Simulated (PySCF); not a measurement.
C3H5ClSi, SMILES C#C[Si@@H](C)Cl. Geometry: PBE-D3(BJ)/def2-SVP. The structure was generated by enumeration; whether it is a known compound was not checked.

Computed equilibrium geometry at PBE-D3(BJ)/def2-SVP (PySCF confirms it by a frequency run) as a Z-matrix:
```
Si
H 1 1.4990
C 1 1.8363 2 108.90
C 3 1.2288 2 148.72 1 177.86
H 4 1.0826 2 158.31 1 178.87
C 1 1.8732 2 112.22 3 -122.59
H 6 1.1079 1 110.28 2 -179.49
H 6 1.1082 7 108.65 1 -121.28
H 6 1.1092 7 108.53 8 -118.08
Cl 1 2.0891 2 107.38 3 117.29
```
